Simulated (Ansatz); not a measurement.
Job for Ansatz (an electronic-structure program): R-CCSD(T)/aug-cc-pV(T+d)Z on BeCl2 (SMILES [Cl][Be][Cl]), atoms moved off the minimum. Files ending in .json are basis or fitting sets from the Basis Set Exchange.

Ansatz 0.2 input:
```yaml
crystal:
  periodic: [false, false, false]
  atoms:
    - {symbol: Be, position_ang: [0.00401989, -0.01472845, 0.01057740]}
    - {symbol: Cl, position_ang: [0.05005219, 0.11424510, -1.89459345]}
    - {symbol: Cl, position_ang: [0.01031014, 0.05852694, 1.76912200]}
basis:
  gaussian:
    orbitals: aug-cc-pV_T+d_Z.json
magnetization: {spin_polarized: false}
correlation: {method: ccsd_t, electrons: outside_noble_gas}
scf: {lower_state_search: off}
output: {forces: true}
```

The log:

```
WARN ansatz: RAYON_NUM_THREADS=6 ignored (pool sized by the plan → 6); use --threads N
Functional definition: HF
these checks for a lower state are left out or cut short: starts, cluster_reference, orbital_swaps, neighbouring_geometries, increment
integrals: 0.40 GiB planned
927 factors; integrals over basis functions are off by at most 9.4e-4 eV
mean field: 0.46 GiB planned
mean field evaluation 1: about -25409.8707 eV, gradient 1.6e1 eV
mean field evaluation 2: about -25409.9497 eV, gradient 1.7e1 eV
mean field evaluation 4: about -25410.9883 eV, gradient 1.4e0 eV
mean field evaluation 8: about -25411.0062 eV, gradient 5.0e-5 eV
mean field -25411.00617119 eV, -933.8372525924 hartree, gradient 2.5e-6 eV, S^2 0.000000; 0 other end points of the search recorded, 0 dependent functions left out
11 core orbitals not correlated
reference -25411.00617119 eV, -933.8372525924 hartree; 8, 8 occupied and 137, 137 virtual orbitals, 927 factors
densities: 2.02 GiB planned
second order -11.57225886 eV of doubles, -0.00000000 eV of singles
coupled cluster: 1.02 GiB planned
cycle   1  -12.19846164 eV  change   -6.3e-1 eV  update   5.9e-2
cycle   2  -12.42183940 eV  change   -2.2e-1 eV  update   1.7e-2
cycle   3  -12.46167662 eV  change   -4.0e-2 eV  update   8.0e-3
cycle   4  -12.45681623 eV  change    4.9e-3 eV  update   2.0e-3
cycle   5  -12.45630095 eV  change    5.2e-4 eV  update   6.4e-4
cycle   6  -12.45622504 eV  change    7.6e-5 eV  update   1.7e-4
cycle   7  -12.45618936 eV  change    3.6e-5 eV  update   4.8e-5
cycle   8  -12.45620088 eV  change   -1.2e-5 eV  update   1.4e-5
cycle   9  -12.45620115 eV  change   -2.7e-7 eV  update   4.6e-6
perturbative correction -0.55366777 eV, -0.0203469154 hartree
the calculation of the forces begins
mean field evaluation 16: about -25411.0062 eV, gradient 2.5e-6 eV
Total energy: -25424.01604011 eV, -934.3153564571 hartree
Atom 0 at     0.004020    -0.014728     0.010577 Å, force     0.075723     0.228673    -2.534798 eV/Å
Atom 1 at     0.050052     0.114245    -1.894593 Å, force    -0.058053    -0.184775     1.599872 eV/Å
Atom 2 at     0.010310     0.058527     1.769122 Å, force    -0.017670    -0.043898     0.934926 eV/Å
Dipole moment:    -0.017376    -0.064651     0.139735 e Å
Checks for a lower state left out: starts, cluster_reference, orbital_swaps, neighbouring_geometries, increment
```

The run converged.

Cost: about 4 core-minutes (a rough figure).
